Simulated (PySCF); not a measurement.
Orbital energies and ionisation energy

Species: C₃H₁₂AsGa.
Cartesian coordinates in Å at the PBE0-D3(BJ)/def2-SVP level; atoms count from 1:
```
atom  x, y, z in Å
C1     2.3533    0.2349   -0.0681
C2     1.2958   -0.7549    0.4064
Ga3   -0.4426   -0.7019   -0.5701
C4    -2.0613   -1.4967    0.2638
As5   -0.9906    1.9141   -0.1173
H6     2.0362    1.2823    0.0805
H7     2.5619    0.1227   -1.1445
H8     3.3142    0.1217    0.4630
H9     1.1036   -0.6356    1.4870
H10    1.6737   -1.7877    0.2927
H11   -0.4068   -0.5252   -2.1484
H12   -1.9979   -2.5952    0.1845
H13   -2.9899   -1.1885   -0.2406
H14   -2.1461   -1.2540    1.3348
H15   -0.8350    2.5156    1.2645
H16   -0.2534    3.0091   -0.8575
H17   -2.3827    2.4523   -0.3731
```

Level: CAM-B3LYP/def2-SVPD (PySCF). Frontier orbitals with their largest atomic shares (Löwdin; up to four atoms above 4 %):

```csv
orbital,ε (eV),main atoms
HOMO−3,-10.74,"C2 27 %, C1 25 %, H9 12 %, H10 11 %"
HOMO−2,-9.60,"As5 43 %, Ga3 14 %, C4 8 %, H16 6 %"
HOMO−1,-8.74,"Ga3 29 %, C4 27 %, H11 26 %, H14 5 %"
HOMO,-8.20,?
LUMO,0.49,"As5 30 %, Ga3 16 %, H16 14 %, H15 13 %"
LUMO+1,0.81,"Ga3 31 %, As5 27 %, H15 12 %, H11 5 %"
LUMO+2,0.94,"As5 42 %, H17 18 %, H16 8 %, H15 6 %"
```

What vertical ionisation energy does ΔSCF give, and how far is −ε(HOMO) from it?

ΔSCF: 8.83 eV (852 kJ/mol; threshold wavelength 140 nm); ⟨S²⟩ of the doublet left behind is 0.758, against 0.75 for a pure doublet. −ε(HOMO) is 8.20 eV, 0.63 eV below it. For the exact functional −ε(HOMO) would equal the first vertical ionisation energy; CAM-B3LYP (range-separated hybrid) falls short of its own ΔSCF value by 7 %.

On which atoms does the HOMO lie?

C2 (chain CH2 carbon) 35 %, Ga3 (gallium bonded to As, 2 C and H) 20 %, C4 (methyl carbon) 11 %, C1 (methyl carbon) 10 %, so no atom holds as much as 40 %. The HOMO−1 lies 0.54 eV lower.

How many of the 10 lowest singlet excitations (vertical TDDFT, same level) lie below the ionisation energy?

All 10; they run from 6.01 to 7.27 eV.

What kinetic energy would electrons from this vertical process carry with 118.2 nm light (10.49 eV)?

10.49 − 8.83 = 1.66 eV.

Geometry: PBE0-D3(BJ)/def2-SVP, one conformer, isolated molecule. The calculation is non-relativistic, for gallium and arsenic too.
